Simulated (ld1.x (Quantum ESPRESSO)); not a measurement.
# F (Z = 9): one change to an ultrasoft potential, before and after

ld1.x (Quantum ESPRESSO) 7.5 input, shortened:

```
&input
   title='F', zed=9., rel=1, dft='PBE', iswitch=3,
   config='[He] 2s1.75 2p5.25 3d-2'
 /
 &inputp
   pseudotype=3, tm=.true., lloc=-1, rcloc=0.90,
   nlcc=.true., new_core_ps=.true.,
   which_augfun='PSQ', rmatch_augfun=0.40
 /
6
2S  1  0   1.75   0.00  0.50  0.65  0.0
2S  1  0   0.00  -1.80  0.50  0.65  0.0
2P  2  1   5.25   0.00  0.95  1.30  0.0
2P  2  1   0.00  -0.05  0.95  1.30  0.0
3D  3  2  -2.00   0.45  1.05  1.15  0.0
3D  3  2  -2.00   1.55  1.05  1.15  0.0
 &test
   configts(1)='2s1.75 2p5.25'
 /
```

Change: reference 2s2 2p3.

Cutoffs: the cutoffs (Ry, on a coarse ladder) from which the occupation-weighted sum of valence levels, in a spherical-Bessel basis at the reference potential, stays within 10 and 1 mRy of its value at 400 Ry; they do not see the model core or the augmentation charge, which bear on the density cutoff. Errors are all-electron minus pseudo energies relative to the spin-unpolarised reference configuration.

Task: What does the change do?

Result: The potential gets harder (80 Ry and 110 Ry → 80 Ry and 140 Ry); the range in which the p phases agree narrows (upper end at the end of the scan → 3.8); neither file shows a bound ghost.

```csv
quantity,base,changed
"cutoff, loose",80 Ry,80 Ry
"cutoff, tight",110 Ry,140 Ry
loose cutoff by channel (10 mRy a level),"s 70 Ry, p 40 Ry","s 70 Ry, p 35 Ry"
bound ghosts,none,none
"largest error over its own tests, meV",+11,-36
s: phases at 1.40 bohr within 0.05 rad from the reference energy up to (Ry; the scan ends near 5),4.6,to the end of the scan
p: phases at 1.40 bohr within 0.05 rad from the reference energy up to (Ry; the scan ends near 5),to the end of the scan,3.8
d: phases at 1.40 bohr within 0.05 rad from the reference energy up to (Ry; the scan ends near 5),to the end of the scan,to the end of the scan
lowest overlap eigenvalue by channel,"s 0.55, p 0.95, d 0.68","s 0.53, p 0.39, d 0.82"
```
